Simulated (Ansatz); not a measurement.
Complex (SMILES): F (HF) with F (HF), atoms 1 to 2 the first; geometry from B3LYP-D3(BJ)/def2-TZVP, monomers rigid:
```xyz
4

F     -0.1109     0.0578    -0.7031
H      0.2570     0.2171     0.1337
F      1.2812     1.5025    -2.5344
H      0.7179     0.9578    -2.0301
```

Basis-set convergence of the counterpoise-corrected interaction energy at MP2 with Ansatz (a program for electronic structure). All functions are spherical. Cores are frozen. No added dispersion term, no relativity. Functions are those of the species that has most. Reference: Hartree-Fock in aug-cc-pV5Z plus the correlation part extrapolated as X^-3 from aug-cc-pVQZ and aug-cc-pV5Z, -4.56 kcal/mol, itself unsure by roughly 0.02 kcal/mol (a third of the extrapolation step and of the last Hartree-Fock step). Deviations are taken from unrounded values.

```tsv
basis	functions	counterpoise-corrected interaction energy (kcal/mol)	minus reference (kcal/mol)
3-21G	22	-4.84	-0.28
6-31G	22	-5.22	-0.66
def2-SV(P)	32	-4.76	-0.20
6-311+G**	56	-3.64	0.92
def2-SVPD	62	-3.99	0.58
aug-cc-pVDZ	64	-3.97	0.60
aug-pcseg-1	64	-3.91	0.65
def2-TZVPD	98	-4.04	0.52
aug-cc-pVTZ	138	-4.26	0.30
cc-pVQZ	170	-4.42	0.14
cc-pV5Z	292	-4.48	0.09
pcseg-4	324	-4.48	0.08
aug-cc-pV5Z	414	-4.52	0.05
```
